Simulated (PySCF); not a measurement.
Magnetisability: `InChI=1S/C3H9FSi2/c4-3-1-5-2-6-3/h3H,1-2,5-6H2/t3-/m0/s1`

Cartesian coordinates in Å; atom numbers follow the order of the lines, from 1:
```xyz
15

F     0.0318    1.1400    1.6599
C     0.2229    1.4071    0.2987
C    -1.0758    1.0939   -0.4325
Si   -1.3312   -0.7930   -0.3336
C     0.4585   -1.4326   -0.3277
Si    1.5188    0.1310   -0.3112
H     0.5097    2.4687    0.2087
H    -0.9740    1.3858   -1.4927
H    -1.9162    1.6735   -0.0167
H    -2.0498   -1.1863    0.9144
H    -2.1165   -1.2977   -1.5025
H     0.6782   -2.0722   -1.1957
H     0.6428   -2.0279    0.5803
H     1.9619    0.4970   -1.6940
H     2.7073    0.0705    0.5893
```

Theory: GIAO PBE0/pcSseg-1 magnetisability, rotational g tensor and spin-rotation constants, non-relativistic, gas phase in PySCF. Geometry: PBE0-D3(BJ)/def2-SVP.

How diamagnetic is it, and how anisotropic?

Isotropic -1275 × 10⁻³⁰ J/T², or -76.8 × 10⁻⁶ cm³/mol; principal values -1373, -1246, -1206 × 10⁻³⁰ J/T², anisotropy 151 × 10⁻³⁰ J/T² (root of half the summed squared differences of the principal values). The susceptibility is in cgs units.

Split it along the inertial axes a, b, c into diamagnetic and paramagnetic parts about the centre of mass, with the quadrupole moment.


| axis | χ (10⁻⁶ cm³/mol) | diamagnetic (10⁻⁶ cm³/mol) | paramagnetic (10⁻⁶ cm³/mol) | summed x² of all electrons (Å²) | quadrupole Θ (D Å) |
| --- | --- | --- | --- | --- | --- |
| a | -73.4 | -550.4 | 477.0 | 109.4 | -1.79 |
| b | -75.4 | -635.8 | 560.5 | 89.3 | +1.38 |
| c | -81.6 | -843.2 | 761.6 | 40.4 | +0.42 |

Anisotropies 2χaa − χbb − χcc = +10.1 and 2χbb − χaa − χcc = +4.2 × 10⁻⁶ cm³/mol. Θ is traceless in Buckingham's convention.

And the rotational g tensor?


| axis | rotational constant (GHz) | g | nuclear part | electronic part |
| --- | --- | --- | --- | --- |
| a | 2.7639 | -0.0264 | 0.5930 | -0.6194 |
| b | 2.3037 | -0.0219 | 0.5847 | -0.6066 |
| c | 1.6288 | -0.0103 | 0.5725 | -0.5828 |

Asymmetric top; isotopes 12C, 19F, 1H, 28Si; no vibrational averaging.
